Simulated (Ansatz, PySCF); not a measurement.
Gas-phase reaction in SMILES: C[Si](C)(O)O + H+ -> C[Si](C)(O)[OH2+]
Each molecule is optimised on its own at B3LYP-D3(BJ)/def2-TZVP (Ansatz, a program for electronic structure), one conformer each, not searched for the lowest. Frequencies are from Ansatz or PySCF.
Geometry of the first species:
```
Si
O 1 1.6487
H 2 0.9603 1 117.43
O 1 1.6591 2 106.66 3 40.76
H 4 0.9592 1 118.16 2 -146.37
C 1 1.8577 2 105.80 3 159.82
H 6 1.0914 1 110.45 2 -61.17
H 6 1.0921 7 108.04 1 -121.56
H 6 1.0924 7 108.11 8 -116.62
C 1 1.8697 2 111.83 3 -78.40
H 10 1.0922 1 110.58 2 -59.68
H 10 1.0927 11 107.70 1 -121.92
H 10 1.0934 11 107.50 12 -116.02
```
Charge 0, spin multiplicity 1.

Property: proton affinity (enthalpy at 298 K, with B3LYP-D3(BJ) rigid-rotor harmonic-oscillator terms), positive where the reaction releases energy, in kJ/mol. Correlated levels leave the core frozen unless marked. No spin-orbit coupling. Non-relativistic. CBS(X,Y): correlation extrapolated as X^-3; Hartree-Fock from the larger set.

```tsv
level	program	proton affinity (kJ/mol)
PBE/def2-TZVPD	Ansatz	806.0
B97M-V/def2-TZVPD	Ansatz	807.3
PBE0/def2-SVP	Ansatz	834.8
BHLYP/def2-TZVPD	Ansatz	806.2
r2SCAN0-D4/def2-TZVPD	Ansatz + dftd4	805.7
B2PLYP-D3(BJ)/def2-TZVPD	Ansatz + dftd3	800.5
RPA@PBE/cc-pV(T+d)Z	Ansatz	825.7
MP2/cc-pV(D+d)Z	Ansatz	832.0
CCSD/cc-pV(Q+d)Z	Ansatz	808.2
CCSD(T)/CBS(cc-pV(T+d)Z,cc-pV(Q+d)Z)	Ansatz	801.1
```
